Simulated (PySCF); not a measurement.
How strongly Sb binds etchant and ambient atoms

CCSD(T) in PySCF with def2-TZVPPD on every atom (core potentials on Sb), for the lowest determinant that a PBE0 search found; no spin–orbit coupling. D0 is De less the harmonic zero-point energy.

```
 X            state of SbX  D0(SbX) (eV)  D0(X₂) (eV)
 H          triplet (π ↑↑)          2.43         4.43
 F          triplet (π ↑↑)          3.90         1.46
Cl          triplet (π ↑↑)          2.88         2.30
 O           doublet (π ↑)          3.88         4.85
 N  singlet (closed shell)          3.36         9.27
```

**Question.** Give the energy of Sb + X₂ → SbX + X at 0 K for each X.

**Answer.** H: 4.43 − 2.43 = +2.00 eV; F: 1.46 − 3.90 = -2.44 eV; Cl: 2.30 − 2.88 = -0.58 eV; O: 4.85 − 3.88 = +0.97 eV; N: 9.27 − 3.36 = +5.91 eV (CCSD(T)/def2-TZVPPD; negative means exothermic).

**Question.** Does an atom of N displace O from SbO?

**Answer.** SbO + N → SbN + O has ΔE = 3.88 − 3.36 = +0.52 eV at CCSD(T)/def2-TZVPPD, so it is uphill.

Gas-phase diatomics only hint at surface chemistry, where an atom holds several bonds.

Correlated steps freeze the inner cores (0 to 10 orbitals); shallow outer-core shells are correlated. These are scalar-relativistic numbers at best; spin–orbit coupling would shift them, the dissociation energy most. Where the molecule has an RHF reference, its open-shell atoms are computed with UHF. The CCSD T1 diagnostic is raised in SbN, a sign that a single reference may not be enough there. States were picked by a PBE0 search and need not be the measured ground states.
